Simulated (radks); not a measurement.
Species: the barium ion Ba3+. Configuration: [Kr] 4d10 5s2 5p4 6f1 (not the ground configuration). All-electron calculation, Dirac Kohn-Sham, LDA (Slater exchange, Perdew-Wang correlation), spin-unpolarised, spherical densities, finite nucleus; open shells fill j = l - 1/2 first; Fermi nuclear charge, rms radius 4.8378 fm. Program: a radial shooting solver on a logarithmic mesh with Libxc functionals. Some entries of the table are withheld. Estimate them.

| orbital | occ. | eigenvalue (hartree) | <1/r> (bohr^-1) |
|---|---|---|---|
| 1s1/2 | 2 | -1367.912 | 60.64 |
| 2s1/2 | 2 | -217.2788 | 14.24 |
| 2p1/2 | 2 | -204.8568 | 14.23 |
| 2p3/2 | 4 | -190.8461 | 12.99 |
| 3s1/2 | 2 | -46.87529 | (1) |
| 3p1/2 | 2 | -41.64812 | 5.029 |
| 3p3/2 | 4 | -38.94094 | 4.720 |
| 3d3/2 | 4 | (2) | 4.584 |
| 3d5/2 | 6 | (3) | 4.505 |
| 4s1/2 | 2 | -10.21808 | 2.107 |
| 4p1/2 | 2 | (4) | 2.002 |
| 4p3/2 | 4 | (5) | 1.900 |
| 4d3/2 | 4 | -4.63071 | 1.676 |
| 4d5/2 | 6 | -4.53353 | 1.651 |
| 5s1/2 | 2 | -2.42651 | 0.8442 |
| 5p1/2 | 2 | -1.89411 | 0.7576 |
| 5p3/2 | 2 | -1.80153 | 0.7257 |
| 6f5/2 | 1 | -0.28720 | 0.1871 |
| 6f7/2 | 0 | -0.28673 | 0.1872 |

Answer. 
(1) 3s1/2 <1/r> (bohr^-1): 5.113
(2) 3d3/2 eigenvalue (hartree): -29.73040
(3) 3d5/2 eigenvalue (hartree): -29.15257
(4) 4p1/2 eigenvalue (hartree): -8.31602
(5) 4p3/2 eigenvalue (hartree): -7.74598
